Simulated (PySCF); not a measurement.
Method: ωB97X-D3(BJ)/def2-TZVP // B3LYP-D3(BJ)/def2-SVP (PySCF). All species are isolated molecules in the gas phase. One relaxed conformer stands for a flexible species; it need not be the lowest. Excitations are Tamm–Dancoff values on a coarser integration grid. The basis has no diffuse functions, so Rydberg states are missing or too high.

Reference species (SMILES): `C[CH2][Sn]([CH2]C)([CH2]C)[CH2]C` (neutral, multiplicity 1).

- S1 excitation (TDA) = 7.20 eV
- S1–T1 gap (TDA) = 0.72 eV
- S1 oscillator strength = 0.119

Changed species: `C[CH2][SnH2][CH2]C` (C–C–Sn–C torsion -180°, C–Sn–C–C torsion -178°) (2 of 4 C2H5 replaced by H; the reference has 0 of 4 C2H5 replaced by H).

Q: What does the change do to the S1 excitation (TDA), S1–T1 gap (TDA) and S1 oscillator strength?

A: the S1 excitation (TDA) rises by 0.21 eV, to 7.41 eV; the S1–T1 gap (TDA) rises by 0.22 eV, to 0.94 eV; the S1 oscillator strength falls by 0.062, to 0.057.
